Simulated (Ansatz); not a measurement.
`CC(=S)[NH][AlH2]`, relaxed with RKS PBE-D4/def2-SVP in Ansatz from a rough embedded geometry. The force threshold is 0.03 eV/Å; the program also tests the step.

Charge 0, multiplicity 1.

Start:

```xyz
11

C    -0.492   -0.185    1.452
C     0.548    0.626    0.732
S     1.475    1.619    1.614
N     0.839    0.497   -0.702
Al   -0.247   -0.589   -1.898
H    -1.518    0.135    0.968
H    -0.338   -1.247    1.257
H    -0.520    0.035    2.481
H     1.562    1.124   -1.122
H     0.131   -0.564   -3.443
H    -1.439   -1.452   -1.339
```

```csv
step,energy (eV),largest force (eV/Å),largest move (Å)
1,-21072.9767,3.283,0.000
2,-21073.5087,1.774,0.106
3,-21073.5575,1.046,0.157
4,-21073.6112,0.442,0.125
5,-21073.6266,0.149,0.086
6,-21073.6301,0.107,0.055
7,-21073.6313,0.078,0.017
8,-21073.6315,0.012,0.011
```

End:

```xyz
11

C    -0.505   -0.153    1.397
C     0.579    0.630    0.692
S     1.597    1.657    1.509
N     0.675    0.444   -0.668
Al   -0.248   -0.587   -1.875
H    -1.509    0.106    0.995
H    -0.373   -1.246    1.243
H    -0.487    0.062    2.478
H     1.440    1.030   -1.034
H     0.271   -0.438   -3.371
H    -1.441   -1.506   -1.367
```

It took 13 s on 4 threads of an Arm Neoverse V1 on a shared host, with 0.16 GiB of host memory at the peak.
